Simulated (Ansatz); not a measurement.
The cluster Cd8Te9⁻. The state is a doublet with charge -1. Geometry PBE-D4/def2-SVP.

```xyz
17

Cd   -1.389   -2.458   -1.778
Cd    1.407   -0.515    0.536
Cd    2.188   -0.980   -2.623
Cd    0.300    3.184    1.674
Cd   -0.923    4.252   -0.618
Cd    0.919   -2.584    3.833
Cd   -2.879    3.008   -2.553
Cd    3.265    0.428    3.197
Te    1.191    2.512   -2.093
Te   -2.475   -1.570    2.719
Te   -1.835   -0.021   -3.365
Te    2.746    2.132    0.206
Te   -3.208   -1.268    0.066
Te    0.724   -4.165   -1.889
Te   -1.040    0.767   -0.765
Te    1.421   -3.308    0.723
Te   -0.412    0.584    2.732
```

In the def2 sets Cd, Te take a core potential; there is no spin–orbit coupling. Single mean-field runs in def2-SVP, def2-mTZVP are fitted with def2-universal-jkfit. Another isomer (doublet) lies 4.55 eV lower at PBE0-D4/def2-SVP; other spin states weren't run for this one.

Question: Estimate the α-spin orbital energies around the gap (eV) in Ansatz with PBE-D4/def2-SVP, BLYP-D4/def2-SVP, r2SCAN-D4/def2-SVP, r2SCAN-D4/def2-mTZVP, PBE0-D4/def2-SVP.

Answer: 
```csv
orbital,PBE-D4/def2-SVP,BLYP-D4/def2-SVP,r2SCAN-D4/def2-SVP,r2SCAN-D4/def2-mTZVP,PBE0-D4/def2-SVP
HOMO−9,-3.08,-2.88,-3.33,-3.34,-3.89
HOMO−8,-2.99,-2.80,-3.23,-3.24,-3.76
HOMO−7,-2.70,-2.48,-2.97,-2.97,-3.57
HOMO−6,-2.67,-2.45,-2.91,-2.92,-3.47
HOMO−5,-2.57,-2.37,-2.79,-2.80,-3.31
HOMO−4,-2.31,-2.12,-2.54,-2.55,-3.06
HOMO−3,-2.18,-1.98,-2.40,-2.42,-2.91
HOMO−2,-2.10,-1.94,-2.32,-2.34,-2.82
HOMO−1,-1.87,-1.68,-2.09,-2.11,-2.61
HOMO,-1.65,-1.45,-1.86,-1.88,-2.24
LUMO,-0.87,-0.70,-0.96,-0.97,-0.50
LUMO+1,-0.69,-0.50,-0.73,-0.75,-0.21
LUMO+2,-0.67,-0.48,-0.70,-0.71,-0.12
LUMO+3,-0.50,-0.31,-0.54,-0.56,0.01
LUMO+4,-0.29,-0.12,-0.31,-0.33,0.28
LUMO+5,-0.19,-0.02,-0.23,-0.25,0.37
β HOMO,-1.85,-1.66,-2.06,-2.08,-2.57
β LUMO,-1.43,-1.28,-1.45,-1.46,-0.96
```
